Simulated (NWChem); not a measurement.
System: PbNH2Cl, singlet; SMILES [NH2][Pb][Cl]

NWChem printed, in part:

```
             Northwest Computational Chemistry Package (NWChem) 7.3.0
             --------------------------------------------------------

 CS  symmetry detected

                             Geometry "geometry" -> ""
                             -------------------------

 Output coordinates in angstroms (scale by  1.889725989 to convert to a.u.)

  No.       Tag          Charge          X              Y              Z
 ---- ---------------- ---------- -------------- -------------- --------------
    1 Pb                  82.0000    -0.23275528    -0.36136864     0.00000000
    2 Cl                  17.0000     0.07017256     2.12434438     0.00000000
    3 N                    7.0000     1.86213598    -0.70476340     0.00000000
    4 H                    1.0000     2.32608031    -1.60849746     0.00000000
    5 H                    1.0000     2.53196751     0.06021556     0.00000000

 Effective nuclear repulsion energy (a.u.)     499.7010215014

      Symmetry information
      --------------------

 Group name             Cs
 Group number              2
 Group order               2
 No. of unique centers     5

 Summary of "ao basis" -> "ao basis" (spherical)
 ------------------------------------------------------------------------------
       Tag                 Description            Shells   Functions and Types
 ---------------- ------------------------------  ------  ---------------------
 Pb                         def2-svp                10       26   4s4p2d
 Cl                         def2-svp                 8       18   4s3p1d
 N                          def2-svp                 6       14   3s2p1d
 H                          def2-svp                 3        5   2s1p

      Symmetry analysis of basis
      --------------------------

        a'         49
        a"         19

            General Information
            -------------------
          SCF calculation type: DFT
          Wavefunction type:  closed shell.
          No. of atoms     :     5
          No. of electrons :    48
           Alpha electrons :    24
            Beta electrons :    24
          Charge           :     0
          Spin multiplicity:     1
          Use of symmetry is: on ; symmetry adaption is: on
          Maximum number of iterations: 150
          AO basis - number of functions:    68
                     number of shells:    30
          Convergence on energy requested:  1.00D-06
          Convergence on density requested:  1.00D-05
          Convergence on gradient requested:  5.00D-04

              XC Information
              --------------
                     Hartree-Fock (Exact) Exchange  1.000
                     LC-wPBE(h)Exchange Functional  1.000
            Perdew 1991 LDA Correlation Functional  1.000 local
           PerdewBurkeErnz. Correlation Functional  1.000 non-local

           Range-Separation Parameters
           ---------------------------
           Alpha           :  0.00
           Beta            :  1.00
           Gamma           :  0.60
           Short-Range HF  :     F

             Grid Information
             ----------------
          Grid used for XC integration:  medium
          Radial quadrature: Mura-Knowles
          Angular quadrature: Lebedev.
          Tag              B.-S. Rad. Rad. Pts. Rad. Cut. Ang. Pts.
          ---              ---------- --------- --------- ---------
          Pb                  1.80      123           9.0       590
          Cl                  1.00       88          11.0       590
          N                   0.65       49           9.0       434
          H                   0.35       45          11.0       434
          Grid pruning is: on
          Number of quadrature shells:   350
          Spatial weights used:  Erf1

      Superposition of Atomic Density Guess
      -------------------------------------

 Sum of atomic energies:        -733.92635208

      Non-variational initial energy
      ------------------------------

 Total energy =    -706.731515
 1-e energy   =   -1358.259929
 2-e energy   =     494.581150
 HOMO         =      -0.320031
 LUMO         =      -0.035582

      Symmetry analysis of molecular orbitals - initial
      -------------------------------------------------

  Numbering of irreducible representations:

     1 a'          2 a"

  Orbital symmetries:

     1 a'          2 a'          3 a'          4 a'          5 a'
     6 a"          7 a'          8 a'          9 a'         10 a"
    11 a'         12 a'         13 a'         14 a"         15 a'
    16 a"         17 a'         18 a'         19 a'         20 a'
    21 a"         22 a'         23 a"         24 a'         25 a"
    26 a'         27 a'         28 a'         29 a'         30 a'
    31 a"         32 a'         33 a'         34 a'

   convergence    iter        energy       DeltaE   RMS-Dens  Diis-err
 ---------------- ----- ----------------- --------- --------- ---------
 d= 0,ls=0.0,diis     1   -708.6866358382 -8.66D+02  1.64D-02  5.65D-01
 d= 0,ls=0.0,diis     2   -708.7229445560 -3.63D-02  5.07D-03  3.18D-01
 d= 0,ls=0.0,diis     3   -708.7588871828 -3.59D-02  1.47D-03  1.11D-02
 d= 0,ls=0.0,diis     4   -708.7603159752 -1.43D-03  5.71D-04  7.87D-04
 d= 0,ls=0.0,diis     5   -708.7604554128 -1.39D-04  1.94D-04  3.10D-05
  Resetting Diis
 d= 0,ls=0.0,diis     6   -708.7604695309 -1.41D-05  6.19D-05  2.37D-06
 d= 0,ls=0.0,diis     7   -708.7604711330 -1.60D-06  1.54D-05  2.81D-07
 d= 0,ls=0.0,diis     8   -708.7604712918 -1.59D-07  8.16D-06  7.63D-08

         Total DFT energy =     -708.760471291760
      One electron energy =    -1361.248050893128
           Coulomb energy =      547.430765478850
    Exchange-Corr. energy =      -51.890449778172
 Nuclear repulsion energy =      156.947263900690

 Numeric. integr. density =       47.999997075634

                  Occupations of the irreducible representations
                  ----------------------------------------------

                     irrep           alpha         beta
                     --------     --------     --------
                     a'               18.0         18.0
                     a"                6.0          6.0

                       DFT Final Molecular Orbital Analysis
                       ------------------------------------

 Vector   22  Occ=2.000000D+00  E=-4.226132D-01  Symmetry=a'
              MO Center=  2.9D-02,  1.9D+00, -1.2D-16, r^2= 1.9D+00
   Bfn.  Coefficient  Atom+Function         Bfn.  Coefficient  Atom+Function
  ----- ------------  ---------------      ----- ------------  ---------------
    37      0.516899  2 Cl px                34      0.370633  2 Cl px
    38     -0.346561  2 Cl py                35     -0.250328  2 Cl py
    31      0.218345  2 Cl px                32     -0.148500  2 Cl py
     3     -0.143838  1 Pb s                 12      0.136594  1 Pb py
     1      0.093654  1 Pb s                 14      0.081143  1 Pb px

 Vector   23  Occ=2.000000D+00  E=-3.910250D-01  Symmetry=a'
              MO Center=  9.3D-03,  5.2D-01, -1.3D-15, r^2= 4.2D+00
   Bfn.  Coefficient  Atom+Function         Bfn.  Coefficient  Atom+Function
  ----- ------------  ---------------      ----- ------------  ---------------
     3      0.446305  1 Pb s                 37      0.338032  2 Cl px
    38      0.309845  2 Cl py                 1     -0.292563  1 Pb s
     4      0.242371  1 Pb s                 11     -0.241793  1 Pb px
    34      0.234270  2 Cl px                48     -0.221630  3 N  px
    35      0.218787  2 Cl py                47     -0.197217  3 N  s

 Vector   24  Occ=2.000000D+00  E=-3.872980D-01  Symmetry=a"
              MO Center=  1.6D+00, -3.8D-01, -2.5D-15, r^2= 2.2D+00
   Bfn.  Coefficient  Atom+Function         Bfn.  Coefficient  Atom+Function
  ----- ------------  ---------------      ----- ------------  ---------------
    50      0.526599  3 N  pz                53     -0.471474  3 N  pz
    39      0.240462  2 Cl pz                36      0.161992  2 Cl pz
    13     -0.119503  1 Pb pz                33      0.096124  2 Cl pz
    20     -0.093518  1 Pb d  1              16     -0.087615  1 Pb pz
    25      0.048131  1 Pb d  1              10      0.045279  1 Pb pz

 Vector   25  Occ=0.000000D+00  E=-1.926675D-03  Symmetry=a"
              MO Center= -1.7D-01, -3.6D-01, -1.6D-15, r^2= 4.1D+00
   Bfn.  Coefficient  Atom+Function         Bfn.  Coefficient  Atom+Function
  ----- ------------  ---------------      ----- ------------  ---------------
    16      0.649397  1 Pb pz                13      0.490129  1 Pb pz
    53     -0.243781  3 N  pz                39     -0.196168  2 Cl pz
    50      0.195994  3 N  pz                10     -0.179737  1 Pb pz
     7     -0.175156  1 Pb pz                36     -0.098230  2 Cl pz
    33     -0.059002  2 Cl pz                20     -0.052232  1 Pb d  1

 Vector   26  Occ=0.000000D+00  E= 5.911968D-02  Symmetry=a'
              MO Center= -2.9D-01, -5.0D-01,  1.5D-16, r^2= 4.9D+00
   Bfn.  Coefficient  Atom+Function         Bfn.  Coefficient  Atom+Function
  ----- ------------  ---------------      ----- ------------  ---------------
    15      0.900091  1 Pb py                30     -0.422805  2 Cl s
    38      0.399131  2 Cl py                12      0.379296  1 Pb py
     3      0.290716  1 Pb s                 47      0.263583  3 N  s
    35      0.170167  2 Cl py                14     -0.161707  1 Pb px
    65     -0.162465  5 H  s                  9     -0.150547  1 Pb py

 Vector   27  Occ=0.000000D+00  E= 1.019464D-01  Symmetry=a'
              MO Center= -1.4D-01, -4.3D-01, -6.7D-16, r^2= 5.8D+00
   Bfn.  Coefficient  Atom+Function         Bfn.  Coefficient  Atom+Function
  ----- ------------  ---------------      ----- ------------  ---------------
    14      0.999455  1 Pb px                47     -0.852199  3 N  s
     3      0.427070  1 Pb s                 60      0.285186  4 H  s
    11      0.228176  1 Pb px                 1     -0.226334  1 Pb s
    51      0.219854  3 N  px                38      0.207553  2 Cl py
     4      0.179502  1 Pb s                 46     -0.171563  3 N  s

     Multipole analysis of the density
     ---------------------------------

     L   x y z        total         alpha         beta         nuclear
     -   - - -        -----         -----         ----         -------
     0   0 0 0     -0.000000    -24.000000    -24.000000     48.000000

     1   1 0 0     -0.240111    -13.315367    -13.315367     26.390622
     1   0 1 0     -1.732484    -21.352873    -21.352873     40.973263
     1   0 0 1      0.000000      0.000000      0.000000      0.000000

     2   2 0 0    -32.555424    -83.002912    -83.002912    133.450401
     2   1 1 0     -0.304054     14.830294     14.830294    -29.964642
     2   1 0 1     -0.000000     -0.000000     -0.000000      0.000000
     2   0 2 0    -38.348561   -172.121026   -172.121026    305.893492
     2   0 1 1     -0.000000     -0.000000     -0.000000      0.000000
     2   0 0 2    -32.963246    -16.481623    -16.481623      0.000000

                                 NWChem DFT Module
                                 -----------------

      Symmetry analysis of basis
      --------------------------

        a'         49
        a"         19

            General Information
            -------------------
          SCF calculation type: DFT
          Wavefunction type:  spin polarized.
          No. of atoms     :     5
          No. of electrons :    47
           Alpha electrons :    24
            Beta electrons :    23
          Charge           :     1
          Spin multiplicity:     2
          Use of symmetry is: on ; symmetry adaption is: on
          Maximum number of iterations: 150
          This is a Direct SCF calculation.
          AO basis - number of functions:    68
                     number of shells:    30
          Convergence on energy requested:  1.00D-06
          Convergence on density requested:  1.00D-05
          Convergence on gradient requested:  5.00D-04

              XC Information
              --------------
                     Hartree-Fock (Exact) Exchange  1.000
                     LC-wPBE(h)Exchange Functional  1.000
            Perdew 1991 LDA Correlation Functional  1.000 local
           PerdewBurkeErnz. Correlation Functional  1.000 non-local

           Range-Separation Parameters
           ---------------------------
           Alpha           :  0.00
           Beta            :  1.00
           Gamma           :  0.60
           Short-Range HF  :     F

             Grid Information
             ----------------
          Grid used for XC integration:  medium
          Radial quadrature: Mura-Knowles
          Angular quadrature: Lebedev.
          Tag              B.-S. Rad. Rad. Pts. Rad. Cut. Ang. Pts.
          ---              ---------- --------- --------- ---------
          Pb                  1.80      123           9.0       590
          Cl                  1.00       88          11.0       590
          N                   0.65       49           9.0       434
          H                   0.35       45          11.0       434
          Grid pruning is: on
          Number of quadrature shells:   350
          Spatial weights used:  Erf1

      Superposition of Atomic Density Guess
      -------------------------------------

 Sum of atomic energies:        -733.92635208

 Renormalizing density from      48.00 to     47

      Non-variational initial energy
      ------------------------------

 Total energy =    -698.827319
 1-e energy   =   -1329.962847
 2-e energy   =     474.188264
 HOMO         =      -0.605447
 LUMO         =      -0.291413

   Symmetry analysis of molecular orbitals - initial alpha
   -------------------------------------------------------

  Numbering of irreducible representations:

     1 a'          2 a"

  Orbital symmetries:

     1 a'          2 a'          3 a'          4 a'          5 a'
     6 a"          7 a'          8 a'          9 a'         10 a"
    11 a'         12 a'         13 a'         14 a"         15 a"
    16 a'         17 a'         18 a'         19 a'         20 a'
    21 a"         22 a'         23 a'         24 a"         25 a"
    26 a'         27 a'         28 a'         29 a'         30 a'
    31 a'         32 a"         33 a'         34 a'

   Symmetry analysis of molecular orbitals - initial beta
   ------------------------------------------------------

  Numbering of irreducible representations:

     1 a'          2 a"

  Orbital symmetries:

     1 a'          2 a'          3 a'          4 a'          5 a'
     6 a"          7 a'          8 a'          9 a'         10 a"
    11 a'         12 a'         13 a'         14 a"         15 a"
    16 a'         17 a'         18 a'         19 a'         20 a'
    21 a"         22 a'         23 a'         24 a"         25 a"
    26 a'         27 a'         28 a'         29 a'         30 a'
    31 a'         32 a"         33 a'         34 a'

[...]
```

Level: LC-wPBE (HJS exchange hole, range parameter 0.6 per bohr)/def2-SVP with def2 effective core potentials on Pb, vertical spin-unrestricted ions. Low-valent species are run as closed-shell singlets; no triplet was tried in these runs. Structure relaxed at the PBE0/def2-SVP level. def2 effective core potentials on Pb; no spin-orbit coupling.

Problem. Write an input that gives this output.

Solution. One answer among several that fit: the input that was run:
```
start job
memory heap 200 mb stack 900 mb global 1100 mb
geometry units angstroms noautoz
  Pb    -0.253199    -0.373393    -0.000055
  Cl     0.190721     2.091048    -0.000357
  N      1.818750    -0.835469     0.001521
  H      2.230503    -1.764145     0.001731
  H      2.531037    -0.109856     0.001816
end
basis spherical
  * library def2-svp
end
ecp
  Pb library def2-ecp
end
dft
  xc xwpbe 1.00 cpbe96 1.0 hfexch 1.00
  cam 0.6 cam_alpha 0.0 cam_beta 1.0
  iterations 150
  vectors input atomic output neutral.movecs
end
task dft energy
charge 1
dft
  odft
  mult 2
  vectors input atomic output cation.movecs
end
task dft energy
```
